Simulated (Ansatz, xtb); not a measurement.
**Ligand exchange: SnH3(NH2) + C2H8Si → SiH3(SnH3) + C2H7N**

Species: SnH3(NH2), singlet; C2H8Si `CC[SiH3]`, singlet; SiH3(SnH3), singlet; C2H7N (ethanamine) `CCN`, singlet. The partners trade NH2 for SiH3: Sn–NH2 and C–SiH3 bonds give way to Sn–SiH3 and C–NH2.

Shapes, held fixed at every level: PBE0-D4/def2-TZVP. Flexible molecules stand in one conformer, not always the lowest. Programs: Ansatz 0.2.0, xtb 6.7.1, xtb 6.7.1 later snapshot. The zero-point and thermal change to 298 K, harmonic and unscaled (PBE0-D4/def2-TZVP), is +5.5 kJ/mol.

```csv
level,kind,ΔH(298 K) (kJ/mol),less CCSD(T)/def2-TZVPP
GFN1-xTB,semi-empirical,-48.0,-79.3
HF/def2-TZVPP,Hartree–Fock,+28.9,-2.4
SPW92/def2-TZVPP,LDA,+11.1,-20.2
PBE-D4/def2-TZVPP,GGA,+18.7,-12.6
MP2/def2-SVP,perturbation theory,+22.2,-9.1
CCSD(T)/def2-SVP,coupled cluster or CI,+11.9,-19.4
CCSD/def2-SVP,coupled cluster or CI,+11.4,-19.9
CCSD(T)/def2-TZVPP,coupled cluster or CI,+31.3,0.0
```

The highest level, CCSD(T)/def2-TZVPP, gives ΔH(298 K) = +31.3 kJ/mol; the levels span -48.0 to +31.3. They disagree on the sign: 7 of 8 are positive. GFN1-xTB strays far from the other rows. The column of differences is taken from that level and isn't an error. No measured value is set beside it here. For atoms past krypton def2 sets carry core potentials with scalar relativity. Outer-core shells of Sn are correlated in most correlated rows, in sets that cover them unevenly.
